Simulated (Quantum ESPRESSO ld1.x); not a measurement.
Results of a calculation; reference values are marked as such.
Task: Species: Nd+. Configuration: [Xe] 4f4 6s1. Code: ld1.x of Quantum ESPRESSO 7.5. Model: Dirac Kohn-Sham, PW91, spin-unpolarised, spherical densities, point nucleus; open shells fill j = l - 1/2 first. Some entries of the table are withheld. Estimate them.

orbital,occ.,eigenvalue (hartree),<1/r> (bohr^-1),r(max) (bohr)
1s1/2,2,-1593.94,66.07,0.015
2s1/2,2,-257.868,15.64,0.085
2p1/2,2,-243.973,15.62,0.066
2p3/2,4,-224.854,14.03,0.070
3s1/2,2,-56.1029,5.664,0.243
3p1/2,2,-50.1699,5.578,0.232
3p3/2,4,-46.3535,5.182,0.243
3d3/2,4,-36.0213,5.052,(1)
3d5/2,6,-35.1963,4.952,(2)
4s1/2,2,-11.3233,(3),0.568
4p1/2,2,-9.08492,2.247,0.572
4p3/2,4,-8.25717,2.115,0.600
4d3/2,4,-4.57957,1.894,0.615
4d5/2,6,-4.43342,1.861,0.620
5s1/2,2,-1.70415,0.9016,1.33
5p1/2,2,-1.10832,0.7903,1.45
5p3/2,4,-0.99690,0.7434,1.52
6s1/2,1,-0.30166,0.3137,3.55
4f5/2,4,-0.28682,1.253,0.661
4f7/2,0,-0.27199,1.237,0.666

Result: 
(1) 3d3/2 r(max) (bohr): 0.194
(2) 3d5/2 r(max) (bohr): 0.197
(3) 4s1/2 <1/r> (bohr^-1): 2.353
